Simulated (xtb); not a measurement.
C$_{2}$H$_{6}$Cd, singlet, at a GFN2-xTB geometry (such geometries of metal compounds can be far from the true shape); GFN0-xTB run with xtb.

Input for xtb:
```
$ xtb mol.xyz --gfn 0 --json

# file mol.xyz
9

Cd    -0.00835718     0.00677890    -0.00900274
C      1.72910751     0.26199186    -1.35527105
H      2.43873465    -0.55641231    -1.22735542
H      2.25222449     1.19548024    -1.14545569
H      1.42109834     0.27822144    -2.40093621
C     -1.68891978    -0.29459000     1.39856313
H     -2.21775363    -1.22344116     1.18258930
H     -2.40816231     0.52243229     1.33762517
H     -1.32612310    -0.34607892     2.42591211
```

The log (banner, timings and long lists left out):

```
   ID    Z sym.   atoms
    1   48 Cd     1
    2    6 C      2, 6
    3    1 H      3-5, 7-9

           -------------------------------------------------
          |                Calculation Setup                |
           -------------------------------------------------

           -------------------------------------------------
          |                 G F N 0 - x T B                 |
           -------------------------------------------------

          ...................................................
          :                      SETUP                      :
          :.................................................:
          :  # basis functions                  24          :
          :  # atomic orbitals                  24          :
          :  # shells                           18          :
          :  # electrons                        16          :
          :  electronic temp.          300.0000000     K    :
          :  accuracy                    1.0000000          :
          :  -> integral cutoff          0.2500000E+02      :
          :  -> integral neglect         0.1000000E-07      :
          ...................................................

         :::::::::::::::::::::::::::::::::::::::::::::::::::::
         ::                     SUMMARY                     ::
         :::::::::::::::::::::::::::::::::::::::::::::::::::::
         :: total energy              -8.402404237633 Eh    ::
         :: gradient norm              0.007051654756 Eh/a0 ::
         :: HOMO-LUMO gap              3.621928867799 eV    ::
         ::.................................................::
         :: H0 energy                 -8.508157177581 Eh    ::
         :: repulsion energy           0.119560210829 Eh    ::
         :: electrostat energy        -0.012407800157 Eh    ::
         :: -> Gsolv                   0.000000000000 Eh    ::
         ::    -> Gsasa                0.000000000000 Eh    ::
         ::    -> Gshift               0.000000000000 Eh    ::
         :: dispersion energy         -0.001399470725 Eh    ::
         :: short-range corr.          0.000000000000 Eh    ::
         :: add. restraining           0.000000000000 Eh    ::
         :: total charge              -0.000000000000 e     ::
         :::::::::::::::::::::::::::::::::::::::::::::::::::::

           -------------------------------------------------
          |                Property Printout                |
           -------------------------------------------------

    * Orbital Energies and Occupations

         #    Occupation            Energy/Eh            Energy/eV
      -------------------------------------------------------------
         1        2.0000           -0.6285783             -17.1045
         2        2.0000           -0.6194361             -16.8557
         3        2.0000           -0.5301854             -14.4271
         4        2.0000           -0.5301828             -14.4270
         5        2.0000           -0.5262390             -14.3197
         6        2.0000           -0.5262362             -14.3196
         7        2.0000           -0.4817511             -13.1091
         8        2.0000           -0.4114697             -11.1967 (HOMO)
         9                         -0.2783663              -7.5747 (LUMO)
        10                         -0.1530377              -4.1644
        11                         -0.1353387              -3.6828
        12                         -0.1345919              -3.6624
        13                         -0.1320950              -3.5945
        14                         -0.0916726              -2.4945
        15                         -0.0916680              -2.4944
        16                          0.0352338               0.9588
        17                          0.0355945               0.9686
        18                          0.2243195               6.1040
        19                          0.2243316               6.1044
       ...                                ...                  ...
        24                          1.0558212              28.7304
      -------------------------------------------------------------
                  HL-Gap            0.1331034 Eh            3.6219 eV
             Fermi-level            0.0000000 Eh            0.0000 eV

     #   Z          covCN         q      C6AA      α(0)
     1  48 Cd       1.646    -0.012   231.537    28.860
     2   6 C        3.596    -0.363    32.320     8.311
     3   1 H        0.925     0.123     1.590     1.972
     4   1 H        0.925     0.123     1.590     1.972
     5   1 H        0.925     0.123     1.590     1.972
     6   6 C        3.596    -0.363    32.320     8.311
     7   1 H        0.925     0.123     1.590     1.972
     8   1 H        0.925     0.123     1.590     1.972
     9   1 H        0.925     0.123     1.590     1.972

 Mol. C6AA /au·bohr⁶  :       1154.588301
 Mol. C8AA /au·bohr⁸  :      54500.865520
 Mol. α(0) /au        :         57.311039

Wiberg/Mayer (AO) data.
largest (>0.10) Wiberg bond orders for each atom

 ---------------------------------------------------------------------------
     #   Z sym  total        # sym  WBO       # sym  WBO       # sym  WBO
 ---------------------------------------------------------------------------
     1  48 Cd   1.688 --     6 C    0.738     2 C    0.738
     2   6 C    3.865 --     5 H    0.953     4 H    0.952     3 H    0.952
                             1 Cd   0.738     6 C    0.265
     3   1 H    0.981 --     2 C    0.952
     4   1 H    0.981 --     2 C    0.952
     5   1 H    0.981 --     2 C    0.953
     6   6 C    3.865 --     8 H    0.953     7 H    0.952     9 H    0.952
                             1 Cd   0.738     2 C    0.265
     7   1 H    0.981 --     6 C    0.952
     8   1 H    0.981 --     6 C    0.953
     9   1 H    0.981 --     6 C    0.952
 ---------------------------------------------------------------------------

Topologies differ in total number of bonds
Writing topology from bond orders to xtbtopo.mol

 dipole moment from electron density (au)
     X       Y       Z
  -0.0257   0.0209  -0.0277  total (Debye):    0.110

           -------------------------------------------------
          | TOTAL ENERGY               -8.402404237633 Eh   |
          | GRADIENT NORM               0.007051654756 Eh/α |
          | HOMO-LUMO GAP               3.621928867799 eV   |
           -------------------------------------------------

normal termination of xtb
```
